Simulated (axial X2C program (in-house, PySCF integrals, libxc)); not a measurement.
# Nuclear properties of VB⁺

Calculated with an in-house all-electron X2C program for linear molecules (integrals from PySCF): two-component X2C with atomic mean-field Coulomb and Gaunt terms, Gaussian nuclei, basis V dyall-cv3z, B dyall-v3z with contracted cores.

R = 2.065 Å (near the PBE0 minimum at charge 1 of the determinant lowest at the starting distance; the state shown can have its own minimum elsewhere).

Input and command:
```json
{"zs": [23, 5], "q": 1, "bas": ["dyall-cv3z", "dyall-v3z"], "r0": 2.19, "levels": ["PBE0", "HF", "PBE", "B3LYP", "LDA"], "nst": 3}
```
```bash
python soeom.py task.json out
```

Keys: zs atomic numbers; q charge; bas basis sets; r0 starting distance in Å; levels methods; nst determinants followed.

Determinant lowest in the PBE0 search, Ω = 5/2 (⟨Sz⟩ = 2.50, ⟨Lz⟩ = 0.00 at PBE0), spin on the atoms V 1.95, B 0.54:

| level | Eeff magnitude (GV/cm) | Ws magnitude V (kHz) | A∥/gI V (MHz) | qzz V (a.u.) | A∥/gI B (MHz) | qzz B (a.u.) |
| --- | --- | --- | --- | --- | --- | --- |
| PBE0 | 0.0967 | 0.021 | -47.2 | 0.76 | 25 | -0.36 |
| HF | 0.306 | 0.0522 | -81.5 | 0.44 | 21.7 | -0.60 |
| PBE | 0.0101 | 0.00679 | -87.1 | 0.62 | 22.9 | -0.21 |
| B3LYP | 0.0707 | 0.0167 | -34.6 | 0.75 | 32.7 | -0.35 |
| LDA | 0.00534 | 0.00619 | -90.1 | 0.58 | 24.2 | -0.19 |

Eeff is the effective electric field on the electron electric dipole moment in this Ω state and Ws the scalar–pseudoscalar constant of the nucleus named (defined with the proton number Z and per Ω); A∥ (defined per Ω) follows by multiplying with gI = μI/(I μN); qzz is the electric field gradient, eQq0 = 234.96 MHz × Q/barn × qzz. The operators were transformed with the bare-nucleus X2C matrices; with these basis sets, hyperfine constants and field gradients can be off by tens of per cent, and where levels differ in sign neither size nor sign is settled.

Question: With Q(51V) = -0.052 barn, gI(11B) = 1.7924 (g factors from the IAEA table of nuclear moments by Stone; Q from Pyykkö, Mol. Phys. 2018), turn the PBE0 values of the first state into constants in MHz.

Answer: eQq0(51V) = 234.96 × (-0.052) × (0.76) = -9.29 MHz; A∥(11B) = 25 × 1.7924 = 44.8 MHz.

Each state is one determinant with collinear spin, which with several unpaired electrons need not be a pure state. Unrestricted Hartree–Fock can overshoot spin polarisation at the nuclei. This is the top spin component of a Σ state; components of lower Ω are not single determinants and can lie lower. With several open shells hyperfine constants can be off by a factor of several. Where Eeff spreads by more than a factor of two the levels disagree and none is to be relied on. At HF a later determinant lies lower. States lie within half an eV, so the first need not be the ground state. Further determinants of the search, some of them spin-mixed, are not shown. Where a field gradient or hyperfine factor spreads by more than a factor of two over the levels, a constant derived from it is not to be relied on.
